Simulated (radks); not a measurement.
Values are calculated unless marked as measured or tabulated.
Problem. Mean orbital radii <r> (bohr) of the lanthanum ion La+, [Xe] 5d2, of relativity; Dirac values are averaged over j with weights 2j + 1. Spin-unpolarised spherical Kohn-Sham, PBE, point nucleus unless stated (finite: rms radius 4.855 fm), a radial shooting solver on a logarithmic mesh with Libxc functionals. A level marked "c x" has the speed of light scaled by that factor and shares open shells by 2j + 1; other Dirac levels either fill j = l - 1/2 first or share by 2j + 1.

shell  non-rel.
1s      0.02665
2s       0.1142
2p      0.09711
3s       0.2998
3p       0.2897
3d       0.2605
4s       0.6840
4p       0.7057
4d       0.7635
5s        1.633
5p        1.839
5d        2.814

Give the values at the level "Dirac, c x 5".

Solution. 
shell  Dirac, c x 5  change of magnitude (%)
1s          0.02659                    -0.23
2s           0.1139                    -0.25
2p          0.09699                    -0.13
3s           0.2992                    -0.19
3p           0.2895                    -0.10
3d           0.2605                    -0.01
4s           0.6828                    -0.17
4p           0.7052                    -0.07
4d           0.7636                    +0.02
5s            1.631                    -0.16
5p            1.838                    -0.05
5d            2.817                    +0.11
